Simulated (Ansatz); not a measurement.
This geometry of H3OSeSi (6 atoms, charge -1, multiplicity 1) is a first-order saddle point.

These are results of RKS B3LYP-D4/def2-mTZVP (Ansatz), not measurements.

```xyz
6
Properties=species:S:1:pos:R:3
O 1.571 -1.272 1.700
Se 1.063 -1.469 0.037
Si -0.372 0.318 -0.371
H -1.794 -0.006 -0.764
H 0.012 1.283 -1.468
H -0.480 1.145 0.866
```

Problem. Which two structures does it join? (They come from a converged band through this point; their orientation in space is the band's.)

Solution. No bond is made or broken. The dihedral O1–Se2–Si3–H6 goes from -60 to 60°. The two ends are copies of one structure, up to a mirror image or an exchange of like atoms.

Image 0:

```xyz
6
Properties=species:S:1:pos:R:3
O 2.016 -1.077 1.235
Se 0.609 -1.643 0.352
Si -0.438 0.301 -0.267
H -1.691 0.014 -1.050
H 0.373 1.219 -1.135
H -0.869 1.187 0.865
```

Image 6:

```xyz
6
Properties=species:S:1:pos:R:3
O 0.923 -1.858 1.552
Se 1.459 -1.030 0.101
Si -0.259 0.428 -0.320
H -1.596 -0.212 -0.552
H 0.010 1.250 -1.552
H -0.537 1.422 0.770
```

Problem. How far does it lie above each of them?

Solution. 0.124 eV above the first and 0.124 eV above the second. This is the barrier of this one path; another mechanism may lie lower. Limits of this set-up: an anion without diffuse functions.

Time of the run: 2 min on 1 thread of Arm Neoverse V2, on a shared host, peak memory 0.18 GiB.
